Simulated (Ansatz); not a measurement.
Z-matrix (Å, degrees):
```
Ge
N 1 1.865
H 1 1.532 2 105.0
H 1 1.535 2 108.4 3 -119.6
H 1 1.535 2 109.4 3 119.7
C 2 1.394 1 118.6 3 -178.7
Si 2 1.716 1 121.0 3 -7.6
C 6 1.332 2 127.1 1 -0.6
H 6 1.089 2 114.1 1 -179.8
Cl 7 2.063 2 112.8 1 -81.7
H 7 1.480 2 108.5 1 160.2
H 7 1.477 2 109.2 1 36.2
H 8 1.084 6 123.2 2 1.4
H 8 1.081 6 119.7 2 -178.6
```

Total charge 0; spin multiplicity 1.

Q: List the CAM-B3LYP/def2-TZVPP orbital energies in eV (the Gaussian-basis code of Ansatz). (Best estimate.)

A: Ansatz gave: Occupied: -10852.63, -2764.19, -1802.20, -1356.86, -1207.82, -1207.81, -1207.80, -391.80, -280.05, -278.41, -258.98, -198.02, -197.90, -197.89, -171.70, -146.64, -122.02, -121.97, -121.96, -102.01, -101.96, -101.94, -35.64, -35.57, -35.55, -35.49, -35.49, -26.89, -24.63, -22.31, -18.76, -17.50, -16.35, -14.75, -14.25, -13.04, -12.46, -12.22, -11.86, -11.47, -11.22, -10.79, -10.57, -10.26, -7.83. Lowest empty: 1.23, 1.33, 1.65, 1.81, 2.13, 2.43, 2.59, 2.78.
